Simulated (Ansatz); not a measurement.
```yaml
crystal:
  periodic: [false, false, false]
  atoms:
    - {symbol: Pb, position_ang: [-0.078422, -2.347603, 0.563652]}
    - {symbol: Pb, position_ang: [-1.982262, -1.061044, -2.305393]}
    - {symbol: Pb, position_ang: [-0.573711, 1.099728, 1.023594]}
    - {symbol: Pb, position_ang: [2.417013, 1.704632, -1.395628]}
    - {symbol: S, position_ang: [0.462578, -0.168486, -1.358830]}
    - {symbol: S, position_ang: [0.552441, -0.758456, 2.522485]}
    - {symbol: S, position_ang: [-2.538144, -1.279809, 0.246590]}
    - {symbol: S, position_ang: [1.740497, 2.811019, 0.703541]}
basis:
  gaussian: {orbitals: def2-TZVPD, initial_orbitals: start.molden}
total_charge: -1
magnetization: {spin_polarized: true, initial_magnetization: 1}
hamiltonian: {xc: pbe0, dispersion: d4}
scf: {omitted_lower_state_checks: [starts]}
output: {orbitals: {seedname: orbitals}}
```

The file start.molden holds the orbitals of an earlier run on this structure, at another level or in another basis.

```sh
$ ansatz run in.yaml --threads 4 --pin off --events-out ev --progress --plain --max-ram 6963MiB
```

Task: Does this run fit into the memory that it is given?

Result: No. It has 408 basis functions, and Ansatz plans for 8 GiB where 7 GiB are given.
